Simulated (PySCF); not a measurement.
# Energy of Mo²⁺ (molybdenum, charge +2) between two integer charges

The 4d alpha orbital of [Kr] 4d4 is emptied in steps (occupation f), with all orbitals relaxed, ending at [Kr] 4d3. Computed with PySCF 2.14 in def2-SVP with the def2 core potential (28 electrons) (5s3p2d1f, 31 functions), with a scalar-relativistic core potential. The exact energy is a straight line in f; departures are measured from the line between the end points of the same method.

```json
{"f": "1", "PBE0 (eV)": "0.000", "r2SCAN (eV)": "0.000", "LC-wPBE (eV)": "0.000"}
{"f": "0.8", "PBE0 (eV)": "-0.693", "r2SCAN (eV)": "-0.901", "LC-wPBE (eV)": "-0.231"}
{"f": "0.6", "PBE0 (eV)": "-1.045", "r2SCAN (eV)": "-1.356", "LC-wPBE (eV)": "-0.349"}
{"f": "0.4", "PBE0 (eV)": "-1.050", "r2SCAN (eV)": "-1.359", "LC-wPBE (eV)": "-0.351"}
{"f": "0.2", "PBE0 (eV)": "-0.702", "r2SCAN (eV)": "-0.907", "LC-wPBE (eV)": "-0.235"}
{"f": "0", "PBE0 (eV)": "0.000", "r2SCAN (eV)": "0.000", "LC-wPBE (eV)": "0.000"}
```

For PBE0, how does the orbital energy at f = 1 compare with the removal energy?

−ε = 23.089 eV against a total-energy difference of 27.398 eV. By Janak's theorem ε = ∂E/∂f, so the gap between them reflects the curvature. Along the path −ε is 24.780 (f = 0.8), 26.503 (f = 0.6), 28.253 (f = 0.4), 30.020 (f = 0.2) eV.

| method | E(f=0) − E(f=1) (eV) | −ε at f=1 (eV) | −ε at f=0.4 (eV) |
| --- | --- | --- | --- |
| PBE0 | 27.398 | 23.089 | 28.253 |
| r2SCAN | 27.279 | 21.666 | 28.399 |
| LC-wPBE | 27.335 | 25.909 | 27.619 |

Reference removal energy between the ground levels: 27.13 ± 0.12 eV (semi-empirical (NIST evaluation); NIST Atomic Spectra Database, ionization energies). The calculation has no spin-orbit coupling. The determinant left behind need not be the lowest term of the ion.
